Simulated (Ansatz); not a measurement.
Ansatz (a quantum-chemistry and plane-wave program) input (HF/6-31G*):

Ansatz 0.2 input:
```yaml
crystal:
  periodic: [false, false, false]
  atoms:
    - {symbol: O, position_ang: [-1.09642100, -1.45667000, -0.59870700]}
    - {symbol: Si, position_ang: [-0.30620000, -0.14025000, 0.08393300]}
    - {symbol: O, position_ang: [-1.52667300, 1.01693000, 0.07793700]}
    - {symbol: O, position_ang: [-0.09420600, -0.70367200, 1.67047700]}
    - {symbol: Si, position_ang: [1.66891900, 0.70351600, -0.89171900]}
    - {symbol: H, position_ang: [-1.00730100, -2.22592400, -0.03001900]}
    - {symbol: H, position_ang: [-1.13114900, 1.89377900, 0.06862500]}
    - {symbol: H, position_ang: [0.78658800, -0.44258200, 1.95850300]}
    - {symbol: H, position_ang: [2.54012500, 0.03626500, 0.19026800]}
    - {symbol: H, position_ang: [1.47207100, 2.00004500, -0.07603200]}
basis:
  gaussian:
    orbitals: 6-31G*
hamiltonian:
  xc: {name: HF}
total_charge: -1
relax: {f_tol: 0.003, max_steps: 120}
```

Output:

```
Functional definition: HF
integrals: 0.04 GiB planned
933 factors; integrals over basis functions are off by at most 3.3e-4 eV
mean field: 0.29 GiB planned
mean field evaluation 1: about -21914.2321 eV, gradient 3.5e1 eV
mean field evaluation 2: about -21914.3073 eV, gradient 3.5e1 eV
mean field evaluation 4: about -21917.1823 eV, gradient 3.7e0 eV
mean field evaluation 8: about -21917.2331 eV, gradient 2.0e-1 eV
mean field -21917.23355807 eV, -805.4434772244 hartree, gradient 1.7e-5 eV, S^2 0.000000; 0 other end points of the search recorded, 0 dependent functions left out
the calculation of the forces begins
reference -21917.23355807 eV, -805.4434772244 hartree; 29, 29 occupied and 64, 64 virtual orbitals, 933 factors
relax step   1: F+E_penalty+E_count = -21917.23355807 eV  Δ(F+E_penalty+E_count) = +0.000e0 eV  max|allowed force component| = 8.495e-1 eV/Å  Δτ_max = 0.0000 Å  (36 SCF iters, accepted)
these checks for a lower state are left out or cut short: starts, cluster_reference, orbital_swaps, neighbouring_geometries, increment
integrals: 0.04 GiB planned
933 factors; integrals over basis functions are off by at most 3.3e-4 eV
mean field: 0.29 GiB planned
mean field evaluation 16: about -21917.2301 eV, gradient 3.7e-1 eV
mean field -21917.23051295 eV, -805.4433653186 hartree, gradient 1.5e-5 eV, S^2 0.000000; 0 other end points of the search recorded, 0 dependent functions left out
the calculation of the forces begins
reference -21917.23051295 eV, -805.4433653186 hartree; 29, 29 occupied and 64, 64 virtual orbitals, 933 factors
relax step   2: F+E_penalty+E_count = -21917.23051295 eV  Δ(F+E_penalty+E_count) = +3.045e-3 eV  max|allowed force component| = 6.467e-1 eV/Å  Δτ_max = 0.0974 Å  (32 SCF iters, rejected (line search))
these checks for a lower state are left out or cut short: starts, cluster_reference, orbital_swaps, neighbouring_geometries, increment
integrals: 0.04 GiB planned
933 factors; integrals over basis functions are off by at most 3.3e-4 eV
mean field: 0.29 GiB planned
mean field -21917.26658026 eV, -805.4446907677 hartree, gradient 1.5e-5 eV, S^2 0.000000; 0 other end points of the search recorded, 0 dependent functions left out
the calculation of the forces begins
reference -21917.26658026 eV, -805.4446907677 hartree; 29, 29 occupied and 64, 64 virtual orbitals, 933 factors
relax step   3: F+E_penalty+E_count = -21917.26658026 eV  Δ(F+E_penalty+E_count) = -3.302e-2 eV  max|allowed force component| = 2.917e-1 eV/Å  Δτ_max = 0.0475 Å  (32 SCF iters, accepted)
these checks for a lower state are left out or cut short: starts, cluster_reference, orbital_swaps, neighbouring_geometries, increment
integrals: 0.04 GiB planned
933 factors; integrals over basis functions are off by at most 3.3e-4 eV
mean field: 0.29 GiB planned
mean field evaluation 32: about -21917.2674 eV, gradient 1.6e-3 eV
mean field -21917.26736896 eV, -805.4447197518 hartree, gradient 1.6e-5 eV, S^2 0.000000; 0 other end points of the search recorded, 0 dependent functions left out
the calculation of the forces begins
reference -21917.26736896 eV, -805.4447197518 hartree; 29, 29 occupied and 64, 64 virtual orbitals, 933 factors
relax step   4: F+E_penalty+E_count = -21917.26736896 eV  Δ(F+E_penalty+E_count) = -7.887e-4 eV  max|allowed force component| = 3.711e-1 eV/Å  Δτ_max = 0.0748 Å  (31 SCF iters, accepted)
these checks for a lower state are left out or cut short: starts, cluster_reference, orbital_swaps, neighbouring_geometries, increment
integrals: 0.04 GiB planned
933 factors; integrals over basis functions are off by at most 3.2e-4 eV
mean field: 0.29 GiB planned
mean field -21917.27238416 eV, -805.4449040571 hartree, gradient 1.6e-5 eV, S^2 0.000000; 0 other end points of the search recorded, 0 dependent functions left out
the calculation of the forces begins
reference -21917.27238416 eV, -805.4449040571 hartree; 29, 29 occupied and 64, 64 virtual orbitals, 933 factors
relax step   5: F+E_penalty+E_count = -21917.27238416 eV  Δ(F+E_penalty+E_count) = -5.015e-3 eV  max|allowed force component| = 4.131e-1 eV/Å  Δτ_max = 0.1500 Å  (31 SCF iters, accepted)
these checks for a lower state are left out or cut short: starts, cluster_reference, orbital_swaps, neighbouring_geometries, increment
integrals: 0.04 GiB planned
933 factors; integrals over basis functions are off by at most 3.3e-4 eV
mean field: 0.29 GiB planned
mean field -21917.27616124 eV, -805.4450428621 hartree, gradient 1.4e-5 eV, S^2 0.000000; 0 other end points of the search recorded, 0 dependent functions left out
the calculation of the forces begins
reference -21917.27616124 eV, -805.4450428621 hartree; 29, 29 occupied and 64, 64 virtual orbitals, 933 factors
relax step   6: F+E_penalty+E_count = -21917.27616124 eV  Δ(F+E_penalty+E_count) = -3.777e-3 eV  max|allowed force component| = 1.759e-1 eV/Å  Δτ_max = 0.0692 Å  (32 SCF iters, accepted)
these checks for a lower state are left out or cut short: starts, cluster_reference, orbital_swaps, neighbouring_geometries, increment
integrals: 0.04 GiB planned
933 factors; integrals over basis functions are off by at most 3.3e-4 eV
mean field: 0.29 GiB planned
mean field -21917.27725585 eV, -805.4450830883 hartree, gradient 1.4e-5 eV, S^2 0.000000; 0 other end points of the search recorded, 0 dependent functions left out
the calculation of the forces begins
[...]
these checks for a lower state are left out or cut short: starts, cluster_reference, orbital_swaps, neighbouring_geometries, increment
integrals: 0.04 GiB planned
933 factors; integrals over basis functions are off by at most 3.3e-4 eV
mean field: 0.29 GiB planned
mean field -21917.28664520 eV, -805.4454281408 hartree, gradient 1.6e-5 eV, S^2 0.000000; 0 other end points of the search recorded, 0 dependent functions left out
the calculation of the forces begins
reference -21917.28664520 eV, -805.4454281408 hartree; 29, 29 occupied and 64, 64 virtual orbitals, 933 factors
relax step  60: F+E_penalty+E_count = -21917.28664520 eV  Δ(F+E_penalty+E_count) = -5.560e-5 eV  max|allowed force component| = 3.628e-2 eV/Å  Δτ_max = 0.0157 Å  (26 SCF iters, accepted)
these checks for a lower state are left out or cut short: starts, cluster_reference, orbital_swaps, neighbouring_geometries, increment
integrals: 0.04 GiB planned
933 factors; integrals over basis functions are off by at most 3.3e-4 eV
mean field: 0.29 GiB planned
mean field -21917.28669592 eV, -805.4454300045 hartree, gradient 7.0e-6 eV, S^2 0.000000; 0 other end points of the search recorded, 0 dependent functions left out
the calculation of the forces begins
reference -21917.28669592 eV, -805.4454300045 hartree; 29, 29 occupied and 64, 64 virtual orbitals, 933 factors
relax step  61: F+E_penalty+E_count = -21917.28669592 eV  Δ(F+E_penalty+E_count) = -5.071e-5 eV  max|allowed force component| = 2.108e-2 eV/Å  Δτ_max = 0.0057 Å  (25 SCF iters, accepted)
these checks for a lower state are left out or cut short: starts, cluster_reference, orbital_swaps, neighbouring_geometries, increment
integrals: 0.04 GiB planned
933 factors; integrals over basis functions are off by at most 3.3e-4 eV
mean field: 0.29 GiB planned
mean field -21917.28672885 eV, -805.4454312146 hartree, gradient 1.4e-5 eV, S^2 0.000000; 0 other end points of the search recorded, 0 dependent functions left out
the calculation of the forces begins
reference -21917.28672885 eV, -805.4454312146 hartree; 29, 29 occupied and 64, 64 virtual orbitals, 933 factors
relax step  62: F+E_penalty+E_count = -21917.28672885 eV  Δ(F+E_penalty+E_count) = -3.293e-5 eV  max|allowed force component| = 6.534e-3 eV/Å  Δτ_max = 0.0022 Å  (25 SCF iters, accepted)
these checks for a lower state are left out or cut short: starts, cluster_reference, orbital_swaps, neighbouring_geometries, increment
integrals: 0.04 GiB planned
933 factors; integrals over basis functions are off by at most 3.3e-4 eV
mean field: 0.29 GiB planned
mean field evaluation 416: about -21917.2864 eV, gradient 2.9e-1 eV
mean field -21917.28674981 eV, -805.4454319848 hartree, gradient 1.9e-5 eV, S^2 0.000000; 0 other end points of the search recorded, 0 dependent functions left out
the calculation of the forces begins
reference -21917.28674981 eV, -805.4454319848 hartree; 29, 29 occupied and 64, 64 virtual orbitals, 933 factors
relax step  63: F+E_penalty+E_count = -21917.28674981 eV  Δ(F+E_penalty+E_count) = -2.096e-5 eV  max|allowed force component| = 6.739e-3 eV/Å  Δτ_max = 0.0070 Å  (24 SCF iters, accepted)
these checks for a lower state are left out or cut short: starts, cluster_reference, orbital_swaps, neighbouring_geometries, increment
integrals: 0.04 GiB planned
933 factors; integrals over basis functions are off by at most 3.3e-4 eV
mean field: 0.29 GiB planned
mean field -21917.28678185 eV, -805.4454331626 hartree, gradient 1.4e-5 eV, S^2 0.000000; 0 other end points of the search recorded, 0 dependent functions left out
the calculation of the forces begins
reference -21917.28678185 eV, -805.4454331626 hartree; 29, 29 occupied and 64, 64 virtual orbitals, 933 factors
relax step  64: F+E_penalty+E_count = -21917.28678185 eV  Δ(F+E_penalty+E_count) = -3.205e-5 eV  max|allowed force component| = 8.114e-3 eV/Å  Δτ_max = 0.0204 Å  (33 SCF iters, accepted)
these checks for a lower state are left out or cut short: starts, cluster_reference, orbital_swaps, neighbouring_geometries, increment
integrals: 0.04 GiB planned
933 factors; integrals over basis functions are off by at most 3.3e-4 eV
mean field: 0.29 GiB planned
mean field -21917.28678917 eV, -805.4454334313 hartree, gradient 1.8e-5 eV, S^2 0.000000; 0 other end points of the search recorded, 0 dependent functions left out
the calculation of the forces begins
reference -21917.28678917 eV, -805.4454334313 hartree; 29, 29 occupied and 64, 64 virtual orbitals, 933 factors
relax step  65: F+E_penalty+E_count = -21917.28678917 eV  Δ(F+E_penalty+E_count) = -7.312e-6 eV  max|allowed force component| = 6.419e-3 eV/Å  Δτ_max = 0.0032 Å  (25 SCF iters, accepted)
these checks for a lower state are left out or cut short: starts, cluster_reference, orbital_swaps, neighbouring_geometries, increment
integrals: 0.04 GiB planned
933 factors; integrals over basis functions are off by at most 3.3e-4 eV
mean field: 0.29 GiB planned
mean field -21917.28680145 eV, -805.4454338827 hartree, gradient 1.6e-5 eV, S^2 0.000000; 0 other end points of the search recorded, 0 dependent functions left out
the calculation of the forces begins
reference -21917.28680145 eV, -805.4454338827 hartree; 29, 29 occupied and 64, 64 virtual orbitals, 933 factors
relax step  66: F+E_penalty+E_count = -21917.28680145 eV  Δ(F+E_penalty+E_count) = -1.228e-5 eV  max|allowed force component| = 6.106e-3 eV/Å  Δτ_max = 0.0067 Å  (24 SCF iters, accepted)
these checks for a lower state are left out or cut short: starts, cluster_reference, orbital_swaps, neighbouring_geometries, increment
integrals: 0.04 GiB planned
933 factors; integrals over basis functions are off by at most 3.3e-4 eV
mean field: 0.29 GiB planned
mean field -21917.28680289 eV, -805.4454339358 hartree, gradient 4.8e-5 eV, S^2 0.000000; 0 other end points of the search recorded, 0 dependent functions left out
the calculation of the forces begins
reference -21917.28680289 eV, -805.4454339358 hartree; 29, 29 occupied and 64, 64 virtual orbitals, 933 factors
relax step  67: F+E_penalty+E_count = -21917.28680289 eV  Δ(F+E_penalty+E_count) = -1.445e-6 eV  max|allowed force component| = 3.823e-3 eV/Å  Δτ_max = 0.0014 Å  (21 SCF iters, accepted)
these checks for a lower state are left out or cut short: starts, cluster_reference, orbital_swaps, neighbouring_geometries, increment
integrals: 0.04 GiB planned
933 factors; integrals over basis functions are off by at most 3.3e-4 eV
mean field: 0.29 GiB planned
mean field -21917.28680362 eV, -805.4454339626 hartree, gradient 6.1e-5 eV, S^2 0.000000; 0 other end points of the search recorded, 0 dependent functions left out
the calculation of the forces begins
reference -21917.28680362 eV, -805.4454339626 hartree; 29, 29 occupied and 64, 64 virtual orbitals, 933 factors
relax step  68: F+E_penalty+E_count = -21917.28680362 eV  Δ(F+E_penalty+E_count) = -7.296e-7 eV  max|allowed force component| = 4.375e-3 eV/Å  Δτ_max = 0.0024 Å  (21 SCF iters, accepted)
these checks for a lower state are left out or cut short: starts, cluster_reference, orbital_swaps, neighbouring_geometries, increment
integrals: 0.04 GiB planned
933 factors; integrals over basis functions are off by at most 3.3e-4 eV
mean field: 0.29 GiB planned
mean field evaluation 448: about -21917.1843 eV, gradient 3.9e-1 eV
mean field -21917.28680416 eV, -805.4454339823 hartree, gradient 5.2e-5 eV, S^2 0.000000; 0 other end points of the search recorded, 0 dependent functions left out
the calculation of the forces begins
reference -21917.28680416 eV, -805.4454339823 hartree; 29, 29 occupied and 64, 64 virtual orbitals, 933 factors
relax step  69: F+E_penalty+E_count = -21917.28680416 eV  Δ(F+E_penalty+E_count) = -5.373e-7 eV  max|allowed force component| = 2.294e-3 eV/Å  Δτ_max = 0.0018 Å  (22 SCF iters, accepted)
integrals: 0.04 GiB planned
933 factors; integrals over basis functions are off by at most 3.3e-4 eV
mean field: 0.29 GiB planned
mean field -21917.28680416 eV, -805.4454339823 hartree, gradient 5.2e-5 eV, S^2 0.000000; 1 other end points of the search recorded, 0 dependent functions left out
the calculation of the forces begins
reference -21917.28680416 eV, -805.4454339823 hartree; 29, 29 occupied and 64, 64 virtual orbitals, 933 factors
Total energy: -21917.28680416 eV, -805.4454339823 hartree
Atom 0 at    -0.676695    -1.611985    -0.550908 Å, force     0.000786     0.000861    -0.000523 eV/Å
Atom 1 at    -0.189658    -0.134534     0.056028 Å, force     0.000601    -0.000557     0.001177 eV/Å
Atom 2 at    -1.601395     0.767053    -0.103088 Å, force    -0.001318     0.000961     0.000634 eV/Å
Atom 3 at    -0.106094    -0.297156     1.733689 Å, force    -0.000427    -0.000014     0.000883 eV/Å
Atom 4 at     1.777317     0.724577    -0.923515 Å, force     0.000905     0.000166    -0.002294 eV/Å
Atom 5 at    -1.544624    -1.848041    -0.251911 Å, force     0.000186     0.000346     0.000122 eV/Å
Atom 6 at    -1.619141     1.496635     0.499690 Å, force    -0.000066    -0.000482    -0.000779 eV/Å
Atom 7 at     0.796717    -0.259512     2.017008 Å, force     0.000065    -0.000007    -0.000296 eV/Å
Atom 8 at     2.703082    -0.108961    -0.023808 Å, force     0.000084     0.000108     0.000563 eV/Å
Atom 9 at     1.766244     1.953362     0.000081 Å, force    -0.000815    -0.001382     0.000513 eV/Å
Dipole moment:    -0.949361    -0.243627     0.902732 e Å
```

The dipole moment of an ion depends on the origin.

The geometry given is a B3LYP-D3(BJ)/def2-TZVP minimum.
